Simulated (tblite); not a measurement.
Compound: C6H12F2OSi.
Z-matrix (Å and degrees, GFN2-xTB geometry), rows numbered from 1:
```
C 
C   1  1.5256
C   2  1.5101  1  111.52
C   3  1.4964  2  121.78  1   156.56
C   4  1.5047  3   60.32  2  -110.54
Si  5  1.8995  3  126.18  4  -109.07
O   5  1.4371  3  114.88  4   103.06
C   7  1.3345  5  114.50  3    74.94
F   8  1.3434  7  109.34  5  -157.91
F   8  1.3696  7  112.04  5    85.86
H   1  1.0876  2  110.47  3   -59.84
H   1  1.0881  2  110.59  3    60.38
H   1  1.0867  2  110.48  3  -179.77
H   2  1.0906  1  109.60  3   121.38
H   2  1.0935  1  109.31  3  -120.48
H   3  1.0866  2  113.30  1   -59.22
H   4  1.0790  3  118.42  5  -107.16
H   4  1.0792  3  118.55  5   106.91
H   6  1.4644  5  107.57  3    50.87
H   6  1.4635  5  109.27  3   -68.23
H   6  1.4569  5  106.81  3   170.44
H   8  1.1077  7  114.99  5   -35.57
```

Computed values, GFN2-xTB/tblite, gas phase, harmonic and unscaled. This tight-binding method is rough: wavenumbers can miss measured ones by several per cent, in bad cases by 10 to 20. Modes of hydrogen on silicon can be 10 to 20 % off. One conformer, not necessarily the lowest.

Harmonic wavenumbers (cm⁻¹): 27.5, 50.5, 72.7, 92.2, 129.6, 171.4, 186.9, 213.5, 241.5, 293.8, 367.8, 396.3, 431.9, 457.3, 509.6, 539.3, 564.6, 579.9, 662.8, 766.9, 777.4, 797.3, 808.1, 843.4, 899.2, 941.9, 951.3, 971.6, 1030.9, 1038.8, 1064.7, 1078.7, 1099.9, 1114.1, 1161.7, 1165.2, 1182.6, 1246.2, 1270.8, 1275.4, 1309.7, 1323.9, 1397.8, 1411.8, 1461.0, 1479.4, 1502.3, 1503.5, 2261.7, 2270.7, 2332.4, 2843.3, 2962.5, 2996.8, 3013.5, 3032.3, 3037.8, 3047.6, 3089.9, 3106.3.

A = 1385, B = 777.5, C = 708.3 MHz; mass 166.063 u (most abundant isotopes); point group C1, symmetry number 1.

Question: Zero-point energy?

Answer: Half the sum of the wavenumbers: 36430 cm⁻¹ = 435.79 kJ/mol.

Question: What is S at 500 K and 1 bar for an ideal gas of classical rigid rotors and harmonic oscillators?

Answer: Translation 183.36, rotation 133.74, vibration 274.62: S = 591.7 J/(mol K).

Question: And Cp and H(500 K) − H(0)?

Answer: Cp = 288.88 J/(mol K), of which vibrations give 255.62 (their classical limit is 60 R = 498.9); H(500 K) − H(0) = 84.55 kJ/mol without the zero-point energy, 67.92 from vibrations.

Question: What must be added to the electronic energy to get the Gibbs energy at 500 K and 1 bar?

Answer: ZPE + [H(500 K) − H(0)] − T·S = 435.79 + 84.55 − 295.86 = 224.48 kJ/mol.

Question: Which modes carry the vibrational entropy at 500 K?

Answer: 27.5 cm⁻¹: 29.41; 50.5 cm⁻¹: 24.36; 72.7 cm⁻¹: 21.34; 92.2 cm⁻¹: 19.37; 129.6 cm⁻¹: 16.56; 171.4 cm⁻¹: 14.28 J/(mol K); the other 54 give 149.30 together.

Hindered rotation and anharmonicity are outside this model. Other conformers, if any are populated, would add a mixing term that is left out. The structure is chiral; the term R ln 2 for an equal mix with its mirror image is left out.
